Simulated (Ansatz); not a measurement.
H₈O₂Si₃, SMILES `O[SiH2][SiH](O)[SiH3]` at its PBE0-D4/def2-TZVP geometry, where that method's forces vanish. Charge 0, multiplicity 1.

```xyz
13

O    -1.8510    1.7765    0.6113
Si   -0.9984    0.5069    1.2699
Si    0.7625    0.3723   -0.2849
O     0.2152    1.2007   -1.6136
Si    1.2928   -1.8269   -0.8801
H    -2.6848    2.0260    1.0123
H    -0.5767    0.8038    2.6693
H    -1.8495   -0.7175    1.3283
H     1.9829    1.0183    0.2862
H    -0.5195    1.7934   -1.4277
H     2.3590   -1.8796   -1.9163
H     0.0887   -2.5358   -1.3907
H     1.7788   -2.5382    0.3360
```

(1) What forces (eV/Å) does PBE-D4/def2-TZVPP give on these atoms in Ansatz? (Best estimate.)

## Answers

(1) Computed: 
```
O1   0.146  0.270 -0.395
Si2  0.201 -0.268  0.117
Si3  0.086 -0.236  0.300
O4   0.172 -0.011 -0.508
Si5 -0.025  0.076  0.020
H6  -0.394  0.123  0.181
H7   0.058  0.022  0.166
H8  -0.086 -0.150  0.011
H9   0.144  0.065  0.070
H10 -0.345  0.269  0.081
H11  0.110 -0.014 -0.106
H12 -0.117 -0.075 -0.052
H13  0.050 -0.071  0.117
```
